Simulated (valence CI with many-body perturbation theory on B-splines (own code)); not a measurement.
Sb38+: electric-dipole lines

Method: relativistic CI+MBPT: three valence electrons over a frozen Dirac-Fock core [Ne], a basis of 11 s, 11 p, 10 d, 8 f, 5 g, 2 h functions for each j, with the one-electron correlation potential Σ1, the two-electron term Σ2, the three-electron term Σ3, Breit, model QED; selected CI, second order for the rest, scaled by the run's own slope (own B-spline code, finite nucleus).

The last digits are not significant, and no measured levels were compared; by estimate large intervals hold to a few tenths of a per cent, small ones and those within an open d or f shell to about a per cent.

Lines 151 to 200 of 569 in falling wavelength, among levels below 10478 × 10³ cm⁻¹, chosen from the strongest by gf and those to the six lowest levels. Wavelengths and rates use the calculated energies. Electric multipoles are in the length gauge, E1 and E2 with the static RPA response of the core. Weak lines are less certain than strong ones. Lines between different terms over intervals too small for the method are left out, as are lines whose strength nearly cancels. The highest levels of a list are the least certain.

Levels are named by their leading jj configuration (3d3/2^4 stands for four electrons in 3d with j = 3/2), which in mixed levels can hold well under half, so a name can repeat and another be missing. Letters in brackets count levels of one name in rising energy.

| λ vac (Å) | Upper | Lower | A (s⁻¹) | log gf | Branch % |
| --- | --- | --- | --- | --- | --- |
| 82.47 | (3s 3d5/2^2) J=7/2 | (3s 3p3/2 3d5/2) J=5/2 [b] | 1.74e+11 | 0.15 | 43.0 |
| 82.21 | (3p1/2^2 3d5/2) J=5/2 | (3p1/2^2 3p3/2) J=3/2 | 2.21e+10 | -0.87 | 23.4 |
| 82.19 | (3d3/2 3d5/2^2) J=3/2 [a] | (3p3/2 3d3/2 3d5/2) J=3/2 [b] | 4.04e+10 | -0.79 | 11.0 |
| 82.15 | (3s 3p1/2 3d5/2) J=7/2 | (3s 3p1/2 3p3/2) J=5/2 | 3.12e+10 | -0.60 | 84.9 |
| 82.13 | (3d5/2^3) J=3/2 | (3p3/2 3d5/2^2) J=1/2 | 4.85e+10 | -0.71 | 15.8 |
| 81.95 | (3p3/2^2 3d5/2) J=9/2 | (3s 3p3/2 3d5/2) J=7/2 [b] | 1.99e+11 | 0.30 | 75.5 |
| 81.95 | (3p1/2 3d3/2 3d5/2) J=3/2 [b] | (3p1/2 3p3/2 3d3/2) J=1/2 [b] | 2.40e+10 | -1.01 | 7.3 |
| 81.86 | (3p1/2 3p3/2 3d5/2) J=3/2 [b] | (3p1/2 3p3/2^2) J=1/2 | 2.70e+10 | -0.97 | 11.7 |
| 81.84 | (3s 3d3/2 3d5/2) J=7/2 [a] | (3s 3p3/2 3d3/2) J=5/2 [a] | 5.75e+10 | -0.34 | 20.8 |
| 81.78 | (3p3/2 3d3/2 3d5/2) J=7/2 [b] | (3s 3d3/2 3d5/2) J=9/2 | 1.15e+10 | -1.04 | 3.4 |
| 81.78 | (3p1/2 3p3/2 3d5/2) J=1/2 | (3p1/2 3p3/2^2) J=1/2 | 1.07e+11 | -0.67 | 55.5 |
| 81.76 | (3p3/2 3d3/2 3d5/2) J=3/2 [c] | (3s 3d5/2^2) J=3/2 | 5.28e+10 | -0.67 | 12.8 |
| 81.62 | (3p3/2 3d3/2 3d5/2) J=9/2 [b] | (3p3/2^2 3d3/2) J=7/2 | 6.69e+10 | -0.18 | 18.1 |
| 81.47 | (3p3/2^2 3d5/2) J=5/2 [a] | (3s 3p3/2 3d5/2) J=3/2 [b] | 9.81e+10 | -0.23 | 35.8 |
| 81.34 | (3p3/2 3d3/2 3d5/2) J=9/2 [b] | (3p3/2^2 3d5/2) J=9/2 | 5.22e+10 | -0.29 | 14.1 |
| 81.31 | (3p3/2 3d3/2 3d5/2) J=5/2 [a] | (3s 3d3/2 3d5/2) J=3/2 [b] | 2.84e+10 | -0.77 | 10.0 |
| 81.23 | (3s 3d5/2^2) J=5/2 | (3s 3p3/2 3d5/2) J=7/2 [a] | 3.22e+10 | -0.72 | 12.2 |
| 81.22 | (3d3/2^2 3d5/2) J=1/2 | (3p3/2 3d3/2^2) J=1/2 | 6.26e+10 | -0.91 | 13.5 |
| 81.16 | (3p3/2 3d3/2 3d5/2) J=7/2 [b] | (3s 3d3/2 3d5/2) J=5/2 [a] | 7.69e+10 | -0.22 | 22.9 |
| 81.12 | (3p3/2 3d3/2 3d5/2) J=5/2 [c] | (3p3/2^2 3d3/2) J=5/2 | 5.80e+10 | -0.46 | 13.2 |
| 81.10 | (3p3/2 3d5/2^2) J=3/2 [a] | (3p3/2^2 3d5/2) J=5/2 [a] | 1.10e+11 | -0.36 | 43.0 |
| 81.09 | (3p1/2 3d3/2 3d5/2) J=1/2 | (3p1/2 3p3/2 3d3/2) J=1/2 [a] | 7.53e+10 | -0.83 | 55.1 |
| 81.06 | (3d3/2 3d5/2^2) J=3/2 [a] | (3p3/2 3d3/2 3d5/2) J=5/2 [b] | 2.76e+10 | -0.96 | 7.5 |
| 81.04 | (3p3/2^2 3d3/2) J=5/2 | (3s 3p3/2 3d3/2) J=5/2 [b] | 1.94e+10 | -0.94 | 4.0 |
| 81.02 | (3p1/2 3d3/2 3d5/2) J=9/2 | (3p1/2 3p3/2 3d3/2) J=7/2 | 4.80e+10 | -0.33 | 50.9 |
| 80.88 | (3d3/2 3d5/2^2) J=5/2 [c] | (3p3/2 3d3/2 3d5/2) J=7/2 [d] | 1.94e+10 | -0.94 | 5.5 |
| 80.80 | (3p3/2 3d5/2^2) J=7/2 [b] | (3s 3d5/2^2) J=7/2 | 7.08e+10 | -0.26 | 20.5 |
| 80.74 | (3d3/2 3d5/2^2) J=5/2 [a] | (3p3/2 3d3/2 3d5/2) J=3/2 [a] | 3.46e+10 | -0.69 | 8.3 |
| 80.68 | (3p3/2 3d3/2 3d5/2) J=3/2 [c] | (3p3/2^2 3d5/2) J=3/2 [a] | 8.26e+10 | -0.49 | 20.0 |
| 80.67 | (3p1/2 3d3/2 3d5/2) J=5/2 [a] | (3p1/2 3p3/2 3d3/2) J=5/2 [a] | 3.23e+10 | -0.72 | 28.7 |
| 80.67 | (3p3/2^2 3d5/2) J=3/2 [b] | (3p3/2^3) J=3/2 | 1.76e+11 | -0.16 | 35.1 |
| 80.66 | (3p3/2 3d5/2^2) J=3/2 [b] | (3p3/2^2 3d5/2) J=5/2 [b] | 8.16e+10 | -0.50 | 18.4 |
| 80.64 | (3p1/2 3d5/2^2) J=5/2 | (3p1/2 3p3/2 3d5/2) J=5/2 [a] | 4.28e+10 | -0.60 | 32.9 |
| 80.62 | (3s 3p3/2 3d5/2) J=1/2 | (3s 3p3/2^2) J=1/2 | 1.21e+11 | -0.63 | 43.9 |
| 80.57 | (3p3/2 3d5/2^2) J=1/2 | (3p3/2^2 3d5/2) J=1/2 | 6.43e+10 | -0.90 | 17.9 |
| 80.46 | (3d3/2 3d5/2^2) J=5/2 [a] | (3p3/2 3d3/2 3d5/2) J=5/2 [a] | 2.41e+10 | -0.85 | 5.8 |
| 80.28 | (3p3/2 3d3/2 3d5/2) J=7/2 [c] | (3s 3d3/2 3d5/2) J=5/2 [b] | 6.48e+10 | -0.30 | 23.2 |
| 80.24 | (3p1/2 3d3/2 3d5/2) J=7/2 [b] | (3p1/2 3p3/2 3d5/2) J=7/2 [a] | 3.90e+10 | -0.52 | 17.2 |
| 80.22 | (3p3/2^2 3d5/2) J=7/2 | (3s 3p3/2 3d5/2) J=5/2 [a] | 6.13e+10 | -0.32 | 32.6 |
| 80.04 | (3p1/2 3p3/2 3d5/2) J=5/2 [b] | (3p1/2 3p3/2^2) J=5/2 | 3.20e+10 | -0.73 | 11.3 |
| 79.99 | (3p1/2 3p3/2^2) J=3/2 [a] | (3s 3p1/2 3p3/2) J=5/2 | 2.94e+10 | -0.95 | 18.0 |
| 79.95 | (3d5/2^3) J=9/2 | (3p3/2 3d5/2^2) J=9/2 | 8.17e+10 | -0.11 | 38.0 |
| 79.92 | (3p3/2 3d3/2 3d5/2) J=9/2 [a] | (3s 3d3/2 3d5/2) J=7/2 [a] | 7.77e+10 | -0.13 | 27.3 |
| 79.88 | (3p3/2 3d3/2 3d5/2) J=1/2 [a] | (3p3/2^2 3d3/2) J=1/2 [a] | 6.14e+10 | -0.93 | 17.0 |
| 79.85 | (3p1/2 3d3/2 3d5/2) J=3/2 [a] | (3p1/2 3p3/2 3d3/2) J=3/2 [a] | 3.36e+10 | -0.89 | 14.0 |
| 79.84 | (3p3/2 3d3/2 3d5/2) J=5/2 [a] | (3s 3d3/2 3d5/2) J=3/2 [a] | 4.70e+10 | -0.57 | 16.5 |
| 79.84 | (3p3/2 3d5/2^2) J=5/2 [b] | (3p3/2^2 3d5/2) J=5/2 [a] | 8.68e+10 | -0.30 | 25.2 |
| 79.81 | (3d3/2 3d5/2^2) J=7/2 [b] | (3p3/2 3d5/2^2) J=9/2 | 1.72e+10 | -0.88 | 5.6 |
| 79.77 | (3d3/2^2 3d5/2) J=3/2 | (3p3/2 3d3/2^2) J=3/2 | 5.66e+10 | -0.67 | 12.0 |
| 79.77 | (3d5/2^3) J=3/2 | (3p3/2 3d3/2 3d5/2) J=3/2 [c] | 2.47e+10 | -1.03 | 8.1 |

How does gf follow from A for the line at 81.04 Å?

gf = 1.4992 × (2J+1)_upper × A / σ², with σ = 1234016 cm⁻¹ and 2J+1 = 6: gf = 0.114.
